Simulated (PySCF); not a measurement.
## Frontier orbitals and the lowest excitations

Compound: GeH2(NHEt)2, C4H14GeN2.
Cartesian coordinates in Å at the PBE0-D3(BJ)/def2-SVP level; atoms count from 1:
```xyz
21
C4H14GeN2 angstrom
Ge     0.3265   -0.0118    0.0592
H      1.1118   -0.0339    1.3962
H      1.3285   -0.0468   -1.1240
N     -0.7669    1.4435    0.2154
C     -0.3477    2.6747    0.8452
C      0.4977    3.5980   -0.0238
H     -1.3862    1.5890   -0.5769
H     -1.2401    3.2241    1.1986
H      0.2166    2.4177    1.7589
H      1.4342    3.1053   -0.3320
H      0.7616    4.5250    0.5102
H     -0.0445    3.8813   -0.9407
N     -0.8123   -1.3954   -0.2897
C     -0.3841   -2.6365   -0.8928
C      0.2760   -3.6303    0.0558
H     -1.5631   -1.5098    0.3847
H     -1.2505   -3.1200   -1.3811
H      0.3159   -2.3962   -1.7123
H      1.1880   -3.2035    0.5038
H      0.5559   -4.5602   -0.4650
H     -0.4040   -3.8981    0.8808
```

Theory: PySCF 2.14.0, density-fitted response routines, TDDFT CAM-B3LYP/def2-SVPD, vertical, gas phase, core orbitals frozen in the response. Relativistic effects, spin–orbit coupling among them, are left out although an element past zinc is present.

Frontier orbitals with the atoms that hold most of them (Löwdin shares over 4%, at most four atoms; ? is withheld):

```tsv
orbital	ε (eV)	atoms
HOMO-3	-10.73	C14 12%, C15 9%, C5 9%, Ge1 8%
HOMO-2	-10.46	C5 13%, C14 13%, N4 12%, N13 11%
HOMO-1	-7.97	?
HOMO	-7.91	N13 33%, N4 29%, Ge1 8%, C14 6%
LUMO	?	?
LUMO+1	1.35	C6 11%, C15 11%, Ge1 11%, C5 6%
LUMO+2	1.83	Ge1 20%, H3 10%, H2 10%, H7 10%
```

(1) Give the leading atoms of the HOMO-1.

(2) Which atoms hold the LUMO, and with what shares?

(3) What is the LUMO energy, and the HOMO–LUMO gap?

Answers

(1) N4 (bonded to C, Ge and H) 30%; N13 (bonded to C, Ge and H) 26%; Ge1 (bonded to 2 N and 2 H) 10%; C5 (bonded to C, N and 2 H) 5%. By element: nitrogen 56%, germanium 10%, carbon 5% or more.

(2) Ge1 (bonded to 2 N and 2 H) 34%; C6 (bonded to C and 3 H) 7%; C15 (bonded to C and 3 H) 7%; H3 (bonded to Ge) 5%. By element: germanium 34%, carbon 14% or more, hydrogen 5% or more.

(3) ε(LUMO) = 1.29 eV; the gap is 9.20 eV (0.3379 hartree).

Q: How does S1 compare with the orbital gap of 9.20 eV?

A: S1 is at 6.10 eV (f = 0.0079), 3.10 eV below the gap, made of HOMO→LUMO (37%), HOMO-1→LUMO+1 (34%), HOMO→LUMO+2 (15%). Without the coupling terms of the response equations the lowest excitation would equal the gap.

Next come S2 at 6.12 eV (f 0.0080), HOMO→LUMO+1 (40%), HOMO-1→LUMO (32%), HOMO-1→LUMO+2 (13%); S3 at 6.59 eV (f 0.0013), HOMO-1→LUMO+1 (40%), HOMO→LUMO+2 (22%), HOMO→LUMO (18%); S4 at 6.68 eV (f 0.037), HOMO→LUMO+1 (35%), HOMO-1→LUMO (26%), HOMO-1→LUMO+2 (18%); S5 at 6.86 eV (f 0.019), HOMO→LUMO+2 (43%), HOMO→LUMO (30%).

One conformer stands for the species.

Without π bonds the low states may be Rydberg-like; a valence basis with one diffuse set may place them up to an eV too high.
